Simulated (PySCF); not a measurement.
Sn(H)3(iPr), SMILES C[CH]([SnH3])C, singlet at its PBE0/def2-SVP optimised geometry (Å):

```
14

Sn     0.5100     0.7295     0.0000
C     -0.2538    -0.3396     1.7385
C      0.2810    -1.7664     1.7812
C     -1.7766    -0.2897     1.7857
H      2.2287     0.7295     0.0000
H     -0.0468     2.3554     0.0000
H     -0.0409    -0.0417    -1.4346
H      0.1481     0.2178     2.6025
H     -0.0581    -2.3554     0.9126
H      1.3817    -1.8017     1.7961
H     -0.0764    -2.2926     2.6846
H     -2.2287    -0.7976     0.9173
H     -2.1624     0.7418     1.8038
H     -2.1581    -0.7986     2.6891
```

Level of theory: PBE0/def2-TZVP, def2 effective core potentials past Kr in PySCF. The core electrons that the potentials of Sn replace are not part of the density. Cells within 0.4 Å of a nucleus heavier than hydrogen are left out (blank, or x).

Map of the electrostatic potential (hartree/e), clipped to [-0.08, 0.12] on the plane z = 0.0 Å:

```
|000000000000000000000000000|
|000000000000000000000000000|
|000000000000000000000000000|
|000000000000010000000000000|
|000000000001453100000000000|
|000000000015999310000000000|
|000000000019999842100000000|
|000000000028999997310000000|
|000000011138999999731000000|
|000000111369999999998300000|
|00000011249999xx99999920000|
|00000011259999xx99999930000|
|000001112499999999999920000|
|000011122369999999975200000|
|000112232247999999731000000|
|000113443224699997420000000|
|001113442212345654210000000|
|001112332111223322110000000|
|000111211112222211110000000|
|000111111112333111100000000|
|000011111112443110000000000|
|000000011112332110000000000|
|000000001111221100000000000|
|000000000111111100000000000|
|000000000011111000000000000|
|000000000000000000000000000|
|000000000000000000000000000|
```
Scale: ten equal steps from -0.008 (start of '0') to 0.120 (end of '9'), in the order '0123456789'; x runs from -4.50 to 4.50, y from -4.50 (bottom) to 4.50 (top).
